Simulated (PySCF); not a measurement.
Structure problem from calculated spectra and properties.

Formula: C6H13AlOS.

| Item | Value |
| --- | --- |
| 1H NMR | chemical shifts (computed TMS as zero) by class: 5.02 (1 H), 4.36 (3 H), 4.20 (1 H), 4.00 (1 H), 3.45 (1 H), 3.40 (3 H), 1.91 (1 H), 1.73 (1 H), 1.72 (1 H) ppm [GIAO PBE0/pcSseg-1] |
| Triplet | lowest triplet excitation (Tamm–Dancoff): 2.06 eV [TDA PBE0/def2-SVPD] |
| Valence photoelectron | vertical ionisation energy: 8.70 eV [ΔSCF PBE0/def2-SVPD] |
| UV, strongest line | among the 10 lowest singlet transitions: S5 at 5.75 eV (216 nm, f = 0.209) [TDDFT PBE0/def2-SVPD] |
| Polarisability | 126.0 au [PBE0/def2-SVPD] |
| UV, first state | lowest singlet excitation: 2.54 eV (488 nm, f = 0.000) [TDDFT PBE0/def2-SVPD] |
| NMR, other nuclei | isotropic shieldings of nuclei other than C and H, by class: 265 (1 O), 406 (1 Al), -446 (1 S) ppm [GIAO PBE0/pcSseg-1] |
| Rotational structure | rotational constants A, B, C: 1.705, 0.842, 0.649 GHz [PBE0-D3(BJ)/def2-SVP] |
| 13C NMR | chemical shifts (computed TMS as zero) by class: 276.0 (1 C), 98.6 (1 C), 73.3 (1 C), 44.6 (1 C), 33.6 (1 C), 26.7 (1 C) ppm [GIAO PBE0/pcSseg-1] |
| Dipole | 3.83 D [PBE0/def2-SVPD] |

Gas-phase values; electronic properties from PySCF, density fitting. Levels stand in brackets. One conformer (not necessarily the lowest) at the PBE0-D3(BJ)/def2-SVP geometry, without solvent, vibrations or thermal averaging. NMR classes are plain means over equivalent atoms (diastereotopic ones count apart unless rotation or inversion swaps them), as if these changed places fast.

**Question.** Propose a structure and show how it fits.

**Answer.** Numbering: `[CH3:1][C:2](=[S:3])[C@@H:4]1[CH2:5][CH2:6][CH2:7][O+:8]1[AlH3-:9]`. 6 carbons fall into 6 classes; from least to most shielded: thiocarbonyl carbon [C2] (276.0 ppm), ring sp3 carbon bound to oxygen [C4] (98.6 ppm), ring sp3 carbon bound to oxygen [C7] (73.3 ppm), methyl carbon [C1] (44.6 ppm), ring CH2 carbon [C5] (33.6 ppm), ring CH2 carbon [C6] (26.7 ppm). Hydrogen classes from least to most shielded: 1 H on an sp3 carbon bound to oxygen, C4 (5.02 ppm), 3 H on an aluminium bonded to O and 3 H, Al9 (4.36 ppm), 1 H on an sp3 carbon bound to oxygen, C7 (4.20 ppm), 1 H on an sp3 carbon bound to oxygen, C7 (4.00 ppm), 1 H on a ring CH2 carbon, C5 (3.45 ppm), 3 H on a methyl carbon, C1 (3.40 ppm, a mean of values up to 0.6 ppm apart in this geometry), 1 H on a ring CH2 carbon, C5 (1.91 ppm), 1 H on a ring CH2 carbon, C6 (1.73 ppm), 1 H on a ring CH2 carbon, C6 (1.72 ppm). The other shieldings belong to: 265 ppm, oxygen bonded to Al and 2 C [O8]; 406 ppm, aluminium bonded to O and 3 H [Al9]; -446 ppm, thiocarbonyl sulfur [S3]. S1 is mainly HOMO→LUMO (weight 1.00); the largest Löwdin shares of the orbital it empties are 0.72 on the thiocarbonyl sulfur, 0.11 on the thiocarbonyl carbon and 0.04 on the methyl carbon, of the orbital it fills 0.40 on the thiocarbonyl sulfur, 0.39 on the thiocarbonyl carbon, 0.05 on the methyl carbon and 0.05 on an sp3 carbon bound to oxygen. The optimised geometry has point group C1 and is an asymmetric top. Structure: `CC(=S)[C@@H]1CCC[O+]1[AlH3-]`. The assignments are read from this structure; whether some other isomer fits the data as well wasn't checked. The mirror image fits equally.
